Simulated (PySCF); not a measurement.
## Excited states of K⁺ (potassium, charge +1)

Ground state [Ar], ¹S. Computed with PySCF 2.14 in def2-TZVPPD with one added diffuse shell each of s, p, d type (7s6p4d, 45 functions), with no relativity, point nucleus. Vertical excitation energies in eV without spin-orbit coupling; excited terms of each kind are numbered among those the solver found. Frozen: [Ne].

```csv
term,leading excitation,EOM-EE-CCSD
1 3P°,3p → s,20.178
1 1P°,3p → s,20.496
1 3S,3p → p,22.537
1 3D,3p → p,23.010
1 1D,3p → p,23.147
1 1P,3p → p,23.260
1 3P,3p → p,23.267
1 1S,3p → p,23.801
2 1P°,3p → d,24.974
2 3P°,3p → s,26.236
1 3F°,3p → d,26.996
2 3D,3p → p,27.142
2 1D,3p → p,27.182
1 1F°,3p → d,27.195
```

Only the lower part of the computed list is shown. The solver can miss terms. Rydberg members are limited by the diffuse functions of the basis.
